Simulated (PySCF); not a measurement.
Coordinates in bohr (charge 0 multiplicity 2):
```
Ge    0.0000    0.0000   -0.5416
F     3.0199    0.0000    0.6983
F    -1.5100    2.6153    0.6983
F    -1.5099   -2.6154    0.6983
```

Method: UPBE0/[Ge def2-SVP, F def2-SVP], no relativity, density fitting, PySCF.

This geometry of GeF₃ is a stationary point at this level.

What is the point group?

C3v.

Is it a minimum?

Yes: all harmonic wavenumbers are real.

List the harmonic modes with their infrared intensities.


| symmetry | ω (cm⁻¹) | IR (km/mol, summed over degenerate members) |
| --- | --- | --- |
| e | 207 | 21.2 |
| a1 | 260 | 38.5 |
| a1 | 697 | 26.2 |
| e | 738 | 180 |

What is the atomisation energy, with and without zero-point energy?

1336 kJ/mol without, 1319 kJ/mol with.

In C3v the vibrations span 2e + 2a1.

Other isomers or separated fragments may lie lower.
